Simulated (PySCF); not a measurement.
Compound: C₆H₁₀O.
SMILES with atom numbers: `[CH2:1]=[CH:2][C@@H:3]1[CH2:4][CH2:5][O:6][CH2:7]1` (hydrogens: H8, H9 on C1; H10 on C2; H11 on C3; H12, H13 on C4; H14, H15 on C5; H16, H17 on C7)

Cartesian coordinates in Å at the GFN2-xTB level; atoms count from 1:
```xyz
17
C6H10O angstrom
C      2.6010    0.6046   -0.2400
C      1.4558    0.3636    0.3694
C      0.2244   -0.1433   -0.3115
C     -0.9467    0.8557   -0.1768
C     -2.0489    0.0316    0.5058
O     -1.3809   -0.9820    1.2197
C     -0.3269   -1.4083    0.3913
H      3.4640    0.9705    0.2895
H      2.7241    0.4463   -1.2991
H      1.3501    0.5310    1.4333
H      0.4472   -0.3575   -1.3585
H     -0.6518    1.6942    0.4540
H     -1.2713    1.2449   -1.1390
H     -2.7143   -0.4146   -0.2494
H     -2.6475    0.6029    1.2153
H     -0.6991   -2.1219   -0.3592
H      0.4138   -1.9058    1.0184
```

The geometry is computed with GFN2-xTB (gas phase).

Masses are those of the commonest isotopes; rigid-rotor values at the optimised geometry. The values belong to one conformer with, in the numbering `[CH2:1]=[CH:2][C@@H:3]1[CH2:4][CH2:5][O:6][CH2:7]1`, C1–C2–C3–C4 -119°, C2–C3–C4–C5 -122°, C3–C4–C5–O6 25°, C4–C5–O6–C7 -40°, C5–O6–C7–C3 38°.

(1) What are A, B and C (GHz)?

(2) Classify the top.

(3) Is it planar, by Δ = Ic − Ia − Ib?

(4) Give the other two planar moments, Paa and Pbb, and the rms extents of the mass along the axes.

(5) List the rotational levels J(Ka,Kc) to J = 5 (cm⁻¹).

(6) Estimate the classical rotational partition function at 10 K, 50 K and 500 K.

Answers

(1) Ia = 84.07, Ib = 278.57, Ic = 319.82 u·Å²; 505379 MHz·u·Å²/I gives 6011, 1814 and 1580 MHz, that is A = 6.0115, B = 1.8142, C = 1.5802 GHz.

(2) An asymmetric top; Ray's κ = -0.894.

(3) Not planar: Δ = Ic − Ia − Ib = -42.82 u·Å². For a rigid frame Δ = −2 Σ m c², so Σ m c² = 21.41 u·Å² lies off the ab plane: 11.00 from hydrogen and 10.40 from heavier atoms. The atom farthest from that plane is 1.53 Å away.

(4) Paa = Σ m a² = (Ib + Ic − Ia)/2 = 257.16 and Pbb = Σ m b² = (Ia + Ic − Ib)/2 = 62.66 u·Å². With the mass M = 98.07 u, the rms extents √(P/M) along a, b and c are 1.62, 0.80, 0.47 Å.

(5) Above 0(0,0):
J = 1: 1(0,1) 0.1132, 1(1,1) 0.2532, 1(1,0) 0.2610
J = 2: 2(0,2) 0.3394, 2(1,2) 0.4719, 2(1,1) 0.4953, 2(2,1) 0.9153, 2(2,0) 0.9156
J = 3: 3(0,3) 0.6778, 3(1,3) 0.7996, 3(1,2) 0.8465, 3(2,2) 1.2550, 3(2,1) 1.2566, 3(3,1) 1.9747, 3(3,0) 1.9747
J = 4: 4(0,4) 1.1275, 4(1,4) 1.2363, 4(1,3) 1.3143, 4(2,3) 1.7076, 4(2,2) 1.7124, 4(3,2) 2.4282, 4(3,1) 2.4283, 4(4,1) 3.4350, 4(4,0) 3.4350
J = 5: 5(0,5) 1.6874, 5(1,5) 1.7816, 5(1,4) 1.8985, 5(2,4) 2.2730, 5(2,3) 2.2840, 5(3,3) 2.9954, 5(3,2) 2.9956, 5(4,2) 4.0019, 5(4,1) 4.0019, 5(5,1) 5.2964, 5(5,0) 5.2964

(6) Point group C1, symmetry number σ = 1; q = (√π/σ)·√((kT/h)³/(ABC)), k/h = 20836.6 MHz/K: 1280 at 10 K, 14400 at 50 K, 454000 at 500 K.

GFN2-xTB frequencies: not computed here. No vibrational averaging or centrifugal distortion is included, and the geometry carries the error of its method.
